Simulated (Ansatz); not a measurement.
C2H7NSSi can be A, `SC[SiH]1CN1`, or B, `[SiH3]C1NCS1`.

Computed with Ansatz on PBE0-D4/def2-TZVP structures; ΔE is electronic, products minus reactants. CCSD(T)/CBS adds triple-zeta CCSD(T) − MP2 to the extrapolated MP2 energy (def2 sets, frozen cores). DFT in def2-TZVPP. B3LYP here is the variant with VWN-RPA as its local correlation; programs differ in this. Each species was taken in one conformer, which may not be the lowest.

Which isomer does CCSD(T)/CBS put lower? Give the gap. (Best estimate.)

The calculation gave: A, by 16.8 kcal/mol.

Give E(B) − E(A) in kcal/mol with CCSD(T)/def2-TZVPP, CCSD/def2-TZVPP, MP2/def2-TZVPP, B2PLYP, PBE0-D4, B3LYP, r2SCAN-D4. (An estimate is asked.)

Computed: CCSD(T)/def2-TZVPP 16.0, CCSD/def2-TZVPP 16.1, MP2/def2-TZVPP 17.4, B2PLYP 17.8, PBE0-D4 17.2, B3LYP 18.1, r2SCAN-D4 19.9. None reverses the order clearly.

Largest T1 diagnostic: 0.012.

The D4 term adds −1.0 kcal/mol with B3LYP and −0.5 kcal/mol with PBE0; it sums over pairs of atoms, weighted by their polarisabilities, and B3LYP, whose exchange is more repulsive, gets the larger term. In def2-TZVPP, CCSD(T) changes the Hartree–Fock value by +1.5 kcal/mol (the triples alone add −0.1 kcal/mol) and MP2 by +2.9 kcal/mol.
